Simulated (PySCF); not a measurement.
PySCF job for C3H9ClSi, SMILES [C@@H](C)(Cl)C[SiH3], SMD-B3LYP/6-31G*. Geometry: B3LYP-D3(BJ)/def2-SVP. The structure was generated by enumeration; whether it is a known compound was not checked. The values are those of a single conformer.

```python
import numpy as np
from pyscf import gto, scf, dft
from pyscf.solvent import smd

mol = gto.M(
    atom='''
    C     0.92141779   -1.17969581    0.90097646
    C     0.58682446   -0.19992377   -0.21227318
    Cl    1.96541771    1.00443004   -0.36428976
    C    -0.72013847    0.55801126   -0.01906648
    Si   -2.28976470   -0.51262099   -0.01587780
    H     0.15733942   -1.97274711    0.95562838
    H     0.95445625   -0.66531249    1.87382802
    H     1.89709489   -1.65378959    0.72546849
    H     0.58293368   -0.71744253   -1.18262621
    H    -0.68121792    1.13199525    0.92283734
    H    -0.83517125    1.29773008   -0.82817258
    H    -2.38154456   -1.35444062    1.21199189
    H    -3.48380534    0.37866647   -0.07467172
    H    -2.29410307   -1.41362618   -1.20688956
    ''',
    basis='6-31G*',
    charge=0,
    spin=0,
    max_memory=1600,
    verbose=3,
)
mf = dft.RKS(mol, xc='b3lyp').density_fit(auxbasis='def2-universal-jkfit')
mf.grids.level = 3
mf.conv_tol = 1e-9
mf.max_cycle = 100
mf.kernel()
res = {}
for name in ['water', 'cyclohexanone', 'N,N-dimethylformamide']:
    s = mf.SMD()
    s.with_solvent.solvent, s.with_solvent.sasa_ng = name, 194
    s.kernel(mf.make_rdm1())
    res[name] = (s.e_tot, s.with_solvent.get_cds(), s.dip_moment(), s.mo_energy, s.converged)
    print(f'SMD {name}: dG(solv) = {(s.e_tot - mf.e_tot) * 627.509474:.3f} kcal/mol, of which CDS {res[name][1] * 627.509474:.3f}')
```

Log of the run:

```
converged SCF energy = -869.42571423422
converged SCF energy = -869.425885629419
Dipole moment(X, Y, Z, Debye): -1.69717, -1.41082,  0.38884
SMD water: dG(solv) = -0.108 kcal/mol, of which CDS 3.369
converged SCF energy = -869.432291431968
Dipole moment(X, Y, Z, Debye): -1.67029, -1.38223,  0.39104
SMD cyclohexanone: dG(solv) = -4.127 kcal/mol, of which CDS -0.927
converged SCF energy = -869.432433783858
Dipole moment(X, Y, Z, Debye): -1.68963, -1.40268,  0.38961
SMD N,N-dimethylformamide: dG(solv) = -4.217 kcal/mol, of which CDS -0.818
```

Self-consistency was reached.

Cost: around 2.3 core-minutes (rough).
